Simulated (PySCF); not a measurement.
## Static response to an electric field

Compound: cyclooctasulfur, S8.
SMILES with atom numbers: `[S:1]1[S:2][S:3][S:4][S:5][S:6][S:7][S:8]1`

Cartesian coordinates in Å at the PBE0-D3(BJ)/def2-SVP level; atoms count from 1:
```
atom  x, y, z in Å
S1     0.034    2.248   -1.016
S2     1.707    1.690    0.067
S3     2.348   -0.137   -0.664
S4     1.637   -1.608    0.606
S5    -0.060   -2.421   -0.258
S6    -1.703   -1.538    0.636
S7    -2.374   -0.035   -0.619
S8    -1.640    1.762    0.101
```

Level: PBE0/def2-SVPD (PySCF), static field, nuclei fixed, core orbitals frozen in the response. The polarisability tensor in these axes (au):

```
x   198.40  -0.16  -1.07
y    -0.16 196.34 -13.41
z    -1.07 -13.41 115.71
```

Problem. What are the eigenvalues, a third of the trace, and Δα (Δα² = ½Σ(αi − αj)² over the three pairs)?

Solution. Principal values 113.52, 198.41 and 198.51 au; mean 170.15 au = 25.21 Å³ = 28.05 × 10⁻⁴⁰ C²·m²/J; Δα = 84.94 au (50 % of the mean).

Problem. What is the dipole moment?

Solution. 0.00 D; point group D4d allows none.

Problem. Rayleigh depolarisation ratio (linearly polarised light, static tensor)?

Solution. ρ = 3Δα²/(45ᾱ² + 4Δα²) = 21643.9/(1302777 + 28858.6) = 0.0163.

Problem. Molar refractivity from α?

Solution. Lorentz–Lorenz: R = (4π/3)N_A α = 2.5225 cm³/(mol·Å³) × 25.21 Å³ = 63.6 cm³/mol, in the limit of long wavelengths.

Problem. Find the Langevin capture rate constant for H3O+ (19.018 u) meeting this molecule (255.777 u), k = 2.342 × 10⁻⁹ cm³/s × √(α in Å³ / reduced mass in u).

Solution. The reduced mass is 17.70 u, so k = 2.80 × 10⁻⁹ cm³/s.

Problem. What would n − 1 = 2πNα be for an ideal gas of these molecules at 298.15 K and 1 atm, electronic part alone?

Solution. N = p/kT = 2.4615 × 10¹⁹ cm⁻³, so n − 1 = 2π × N × 25.21 × 10⁻²⁴ cm³ = 3900 × 10⁻⁶ at long wavelengths.

Isolated species at its PBE0-D3(BJ)/def2-SVP geometry (one conformer only).
